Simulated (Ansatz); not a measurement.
CH4Cl2OTi (`[CH3][Ti]([OH])([Cl])[Cl]`), charge 0, multiplicity 1.

Give a relaxed structure at PBE0-D4/def2-TZVP (Ansatz). (Estimate.)

Ansatz gave: 
Z-matrix (Å, degrees):
```
C
Ti 1 2.035
H 1 1.094 2 108.7
H 1 1.094 2 108.7 3 119.6
H 1 1.093 2 109.1 3 -120.2
O 2 1.753 1 105.0 3 -59.8
Cl 2 2.196 1 105.9 3 59.9
Cl 2 2.196 1 105.9 3 -179.6
H 6 0.956 2 152.5 1 -179.1
```
Point group Cs.
This is one stationary point; other conformers may exist.
